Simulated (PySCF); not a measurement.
# Ionisation energy of Ca by level of theory

Ca [Ar] 4s2 (1S) → Ca⁺ [Ar] 4s1 (2S), as a difference of total energies. All numbers are calculated (PySCF 2.14, the non-relativistic Hamiltonian (point nucleus), in def2-QZVPPD). Correlated levels: valence: [Ar] frozen. The calculations carry no spin-orbit coupling.

```tsv
method	ionisation energy (eV)
UHF	5.117
MP2 (valence)	5.668
SCS-MP2 (valence)	5.778
CCSD (valence)	5.900
```

Problem. How much does correlation contribute at MP2 (valence)?

Solution. 5.668 − (5.117) = 0.551 eV, measured against UHF.

These non-relativistic numbers lack the scalar-relativistic shift.

Errors of the correlated levels include the incompleteness of this basis and the frozen core.

With two correlated electrons CCSD is exact in that space.

For comparison: 6.113 eV (measured; NIST Atomic Spectra Database, ionization energies).
